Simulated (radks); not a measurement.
Values are calculated unless marked as measured or tabulated.
Initial-state core-level shifts of neutral phosphorus when its valence configuration changes from [Ne] 3s2 3p3. Level of theory: non-relativistic Kohn-Sham, r2SCAN, spin-unpolarised, spherical densities, point nucleus; meta-GGA in the generalised Kohn-Sham scheme (a radial shooting solver on a logarithmic mesh with Libxc functionals). Shifts are changes of the shell-averaged eigenvalues in eV (positive: less bound); the change of the density at the nucleus, which sets a Mossbauer isomer shift, is in e/bohr^3, on a base of 2188.

\begin{tabular}{lrrrr}
valence & 1s & 2s & 2p & density at nucleus \\ \hline
3s1.5 3p3.5 & -0.866 & -0.825 & -0.824 & -3.0234 \\
3s1 3p4 & -1.710 & -1.628 & -1.627 & -6.1053 \\
3p5 & -3.342 & -3.182 & -3.180 & -12.4203 \\
\end{tabular}
